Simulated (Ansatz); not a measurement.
Members of the series GeXY, Y = silyl; each row names its spin state. Isolated molecules, 0 K electronic values unless said otherwise. One relaxed conformer stands for each flexible species; it need not be the lowest. Strings in code marks are SMILES.

Quantity: adiabatic spin-state energy, in kcal/mol.

A: `O=[CH][Ge][SiH3]`: multiplicity 3 minus multiplicity 1
B: `[SiH3][Ge][SiH3]`: multiplicity 3 minus multiplicity 1
C: `[BH2][Ge][SiH3]`: multiplicity 3 minus multiplicity 1
D: `N#[C][Ge][SiH3]`: multiplicity 3 minus multiplicity 1
E: `C=[CH][Ge][SiH3]`: multiplicity 3 minus multiplicity 1
F: `[SiH3][GeH]`: multiplicity 3 minus multiplicity 1

**Question.** Put the candidates in order of adiabatic spin-state energy, lowest first, for CAM-B3LYP/cc-pVTZ // PBE0-D3(BJ)/def2-TZVP (Ansatz, an electronic-structure program).

**Answer.** B (11.8 kcal/mol), C (14.3 kcal/mol), A (16.5 kcal/mol), F (17.5 kcal/mol), E (20.2 kcal/mol), D (21.4 kcal/mol)
